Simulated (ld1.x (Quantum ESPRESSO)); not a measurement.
lanthanum (La): variants of one PAW potential

Base potential:

- Element: lanthanum
- Generator: ld1.x (Quantum ESPRESSO) 7.5
- Type: PAW
- Functional: LDA (PZ)
- Relativity: scalar-relativistic
- Frozen core: [Kr]
- Valence charge: 21
- Reference configuration: 4d10 4f0 5s2 5p6 5d1 6s1.75 6p0.25
- Partial waves: 5s (bound): rcut 2.00, rcutus 2.10 bohr; 6s (bound): rcut 2.00, rcutus 2.10 bohr; 5p (bound): rcut 2.35, rcutus 2.55 bohr; 6p (bound): rcut 2.35, rcutus 2.55 bohr; 4d (bound): rcut 1.00, rcutus 1.10 bohr; 5d (bound): rcut 1.00, rcutus 1.10 bohr; 4f (bound, empty): rcut 1.15, rcutus 1.45 bohr; 4f channel at 4.6 Ry: rcut 1.15, rcutus 1.45 bohr
- Local potential: all-electron potential smoothed inside 1.55 bohr (lloc = -2)
- Core correction: Bessel-smoothed model core, default radius (core density twice the valence density)
- Augmentation charge: PSQ, inside the norm-conserving radii

Cutoffs, loose and tight: the cutoffs (Ry, on a coarse ladder) from which the occupation-weighted sum of valence levels, in a spherical-Bessel basis at the reference potential, stays within 10 and 1 mRy of its value at 400 Ry. They do not see the model core or the augmentation charge, which bear on the density cutoff. Test errors are all-electron minus pseudo excitation energies from the reference, over the configurations 4d10 4f0 5s2 5p6 5d1 6s2 6p0; 4d10 4f0 5s2 5p6 5d1 6s1 6p0; 4d10 4f0 5s2 5p6 5d1 6s0 6p0; 4d10 4f0 5s2 5p6 5d1 6s0 6p1; 4d9 4f0 5s2 5p6 5d1 6s2 6p0; 4d10 4f0 5s2 5p6 5d1 6s1.5 6p0; 4d10 4f0 5s1 5p6 5d1 6s2 6p0 (two spin-polarised tests are not counted in the largest error). A dash means not determined; rows that change the core or the reference have their own tests.

The default core radius of the base comes out at 0.48 bohr.

```csv
change,outcome,"cutoff, loose","cutoff, tight",bound ghosts,largest test error (meV)
base,generated,140 Ry,230 Ry,none,+1465
"core correction a·sin(br)/r model core, default radius (ld1.x builds one for every PAW set, though the input has nlcc=.false.)",generated,140 Ry,230 Ry,none,+1234
core correction Bessel-smoothed model core inside 0.48 bohr,generated,140 Ry,230 Ry,none,+1464
core correction Bessel-smoothed model core inside 0.58 bohr,generated,140 Ry,230 Ry,none,+1437
core correction Bessel-smoothed model core inside 0.74 bohr,generated,140 Ry,230 Ry,none,+1440
core correction Bessel-smoothed model core inside 0.78 bohr,generated,140 Ry,230 Ry,none,+1443
core correction Bessel-smoothed model core inside 0.92 bohr,generated,140 Ry,230 Ry,none,+1444
core correction Bessel-smoothed model core inside 1.10 bohr,generated,140 Ry,230 Ry,none,+1409
core correction Bessel-smoothed model core inside 1.20 bohr,generated,140 Ry,230 Ry,none,+1378
core correction Bessel-smoothed model core inside 1.30 bohr,generated,140 Ry,230 Ry,none,+1346
```
